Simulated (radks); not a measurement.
The mean radii <r> (bohr) of the occupied orbitals of an atom or ion are listed with their occupations. All-electron calculation, Dirac Kohn-Sham, relativistic LDA (MacDonald-Vosko exchange, VWN5 correlation), spin-unpolarised, spherical densities, finite nucleus; Fermi nuclear charge, rms radius of each element as measured or else 0.836 A^(1/3) + 0.57 fm. Program: a radial shooting solver on a logarithmic mesh with Libxc functionals.

orbital  occ.      <r>
1s1/2       2  0.02233
2s1/2       2  0.09066
2p1/2       1  0.07502

Name the element and its charge. Open shells, if any, fill j = l - 1/2 first.

Answer. Z = 63, europium, charge +58: Eu58+ in [He] 2s2 2p1. The 1s radius gives Z: for a bare nucleus <r> = (2 gamma + 1)/(2Z) with gamma = sqrt(1 - (Z/c)^2), 0.02203 bohr for Z = 63, and screening makes it slightly larger (0.02233 here). The occupations add up to 5, and the charge is Z minus that.
